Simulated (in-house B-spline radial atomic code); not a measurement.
A run on As- that did not converge. Method: scalar-relativistic (X2C) B3LYP, spin-polarised, spherical fractional occupations, exact exchange averaged over the configuration, Fermi nucleus of rms radius 4.0968 fm; computed with an all-electron radial atomic-structure program (B-spline basis).

Command:
```bash
python run_scf.py task.json out
```
Settings (nuclear radius in fm, mass in u):
```
Z                33
configuration    [Ar] 3d10 4s2 4p4
hamiltonian      x2c
method           b3lyp
spin_polarised   True
nucleus          fermi
rms_radius       4.0968
atomic_mass      74.92159
speed_of_light   137.035999084
exact_exchange   averaged over the configuration
```

First and last ten iterations of the last attempt (damped for 15 steps, keeping 80 % of the old Fock matrix, then DIIS):
```
 iter        energy (Eh)    residual
    1       -2260.368236    3.74e-01
    2       -2260.707231    8.79e-02
    3       -2260.755669    5.01e-02
    4       -2260.841427    3.64e-02
    5       -2260.860019    2.55e-02
    6       -2260.865810    1.83e-02
    7       -2260.817767    1.54e-02
    8       -2260.862193    1.06e-02
    9       -2260.866413    7.61e-03
   10       -2260.868018    5.59e-03
  111       -2260.805781    1.60e-02
  112       -2260.807308    1.60e-02
  113       -2260.808112    1.58e-02
  114       -2260.866289    4.41e-03
  115       -2260.865156    5.29e-03
  116       -2260.800955    1.76e-02
  117       -2260.799423    1.79e-02
  118       -2260.799224    1.79e-02
  119       -2260.799251    1.79e-02
  120       -2260.799299    1.78e-02
 not converged after 120 iterations
```

The smallest residual met was 2.7e-03; the threshold is about 3e-07. No energy from this run should be used. Time taken, with all properties: 7.5 s on 1 thread of Arm Neoverse N1, with other jobs on the host.
